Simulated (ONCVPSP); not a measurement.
Before and after: ONCV potential for K (Z = 19)

```json
{
  "Element": "K (Z = 19)",
  "Generator": "ONCVPSP 4.0.1",
  "Type": "optimised norm-conserving Vanderbilt (ONCV)",
  "Functional": "LDA (Perdew-Zunger)",
  "Relativity": "scalar-relativistic",
  "Frozen core": "[Ne] 3s2",
  "Valence charge": "7",
  "Reference configuration": "3p6 4s0.5 4p0.5",
  "Partial waves": "4s: rc 3.30 bohr, ncon 5, nbas 8, qcut 2.1 1/bohr, 2 projectors, debl 1.6 Ha; 3p+4p: rc 2.70 bohr, ncon 4, nbas 8, qcut 4.6 1/bohr, 2 projectors; d scattering state at 0.16 Ha: rc 3.20 bohr, ncon 4, nbas 8, qcut 3.4 1/bohr, 3 projectors, debl 1 Ha",
  "Local potential": "polynomial inside 2.50 bohr (lpopt 5, dvloc0 -1 Ha)",
  "Core correction": "Teter function, fcfact 2.75, rcfact 1.1"
}
```

Change: s: qcut 1.9; p: qcut 4.2; d: qcut 3.1.

Cutoffs: the cutoffs (Ha) at which the residual kinetic energy of the hardest occupied pseudo-wave falls to 1 and 0.1 mHa per electron; they do not see the model core or the augmentation charge, which bear on the density cutoff. Errors are all-electron minus pseudo energies relative to the spin-unpolarised reference configuration.

Task: How do hardness, ghosts and transferability respond?

Result: The potential gets neither clearly harder nor softer (8.2 Ha and 9.5 Ha → 7.5 Ha and 9.9 Ha); of the 4 tests that both files solve, the error grows in 0 and shrinks in 1 by more than 15 % and 0.3 meV (median size 1.6 → 1.6 meV); the range in which the d phases agree narrows (upper end 2.6 → 0.3); neither file shows a bound ghost.

| quantity | base | changed |
| --- | --- | --- |
| cutoff, loose | 8.2 Ha | 7.5 Ha |
| cutoff, tight | 9.5 Ha | 9.9 Ha |
| loose cutoff by channel | s 1.4 Ha, p 8.2 Ha | s 1.4 Ha, p 7.5 Ha |
| bound ghosts | none | none |
| GHOST(+) flags under 300 eV | s at 26.0 eV | d at 25.1 eV, s at 26.6 eV, d at 290.1 eV |
| error for 3p6 4s1 4p0, meV [ΔE -0.80 eV] | +0.3 | +0.3 |
| error for 3p6 4s0 4p0, meV [ΔE 3.60 eV] | +2.8 | +2.8 |
| error for 3p6 4s0.5 4p0, meV [ΔE 0.91 eV] | 0.0 | 0.0 |
| error for 3p5 4s1 4p0, meV [ΔE 24.16 eV] | -46 | -4.4 |
| s: phases at 3.35 bohr within 0.05 rad from the reference energy up to (Ha; the scan ends near 5) | 0.8 | 0.8 |
| p: phases at 2.73 bohr within 0.05 rad from the reference energy up to (Ha; the scan ends near 5) | 3.3 | 3.1 |
| d: phases at 3.25 bohr within 0.05 rad from the reference energy up to (Ha; the scan ends near 5) | 2.6 | 0.3 |
| rms error of d²Exc/dni dnj with the model core, mHa | 2.68 | 2.59 |

Base: The cutoffs count occupied waves only; projector 2 of the d channel, the hardest unoccupied one, needs 28 Ha at the loose tolerance. Changed file: The cutoffs count occupied waves only; projector 2 of the d channel, the hardest unoccupied one, needs 29 Ha at the loose tolerance.
